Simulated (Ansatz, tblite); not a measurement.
Forces on the cluster Si3Se4⁺ at its PBE-D4/def2-SVP geometry. Charge 1, multiplicity 2.

The xTB rows come from tblite. The structure comes from a short search, and lower isomers may exist.

GFN1-xTB (tblite), largest force 0.89 eV/Å:

```xyz
7
positions Å, forces eV/Å
Si    1.564    0.831    1.870   -0.127    0.190   -0.444
Si   -1.447   -0.817   -0.145   -0.205    0.006    0.041
Si    0.806    0.962   -1.162    0.226   -0.692    0.288
Se   -0.672    1.291    0.711    0.387   -0.633   -0.053
Se   -0.038   -1.096   -1.889   -0.227    0.532    0.471
Se    2.833    0.719   -0.030   -0.742    0.149    0.048
Se   -3.046   -1.890    0.646    0.688    0.448   -0.351
```

GFN2-xTB (tblite), largest force 1.04 eV/Å:

```
Si 0.101 0.036 0.381
Si -0.201 -0.150 -0.186
Si 0.291 0.643 -0.764
Se -0.229 0.236 0.465
Se 0.053 -0.455 -0.362
Se 0.463 -0.031 0.130
Se -0.478 -0.279 0.337
```

r2SCAN-D4/def2-TZVP (Ansatz), largest force 0.63 eV/Å:

```
Si 0.032 0.014 -0.333
Si -0.204 -0.151 0.055
Si -0.004 -0.368 0.436
Se 0.227 -0.245 -0.285
Se -0.090 0.343 0.294
Se -0.451 0.081 0.053
Se 0.491 0.327 -0.221
```
